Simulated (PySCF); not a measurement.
# Excitation energy of Ce by level of theory

Ce [Xe] 4f1 5d1 6s2 (high-spin determinant) → Ce [Xe] 5d2 6s2 (3F), as a difference of total energies. All numbers are calculated (PySCF 2.14, scalar relativity by spin-free X2C-1e, in x2c-TZVPPall). Correlated levels: valence: [Kr] 4d10 frozen; valence and next inner shell: [Ar] 3d10 frozen. The calculations carry no spin-orbit coupling.

```
                                method  excitation energy (eV)
                                   UHF                   3.042
                                 TPSSh                   4.563
                                B2PLYP                   3.954
                                 HSE06                   4.398
                         MP2 (valence)                   3.104
                     SCS-MP2 (valence)                   3.071
    MP2 (valence and next inner shell)                   3.076
SCS-MP2 (valence and next inner shell)                   3.068
```

How much does correlation contribute at MP2 (valence and next inner shell)?

3.076 − (3.042) = 0.034 eV, measured against UHF.

The determinant of the lower state mixes LS terms, which raises its energy above the lowest term, most at the Hartree-Fock and MP2 levels.
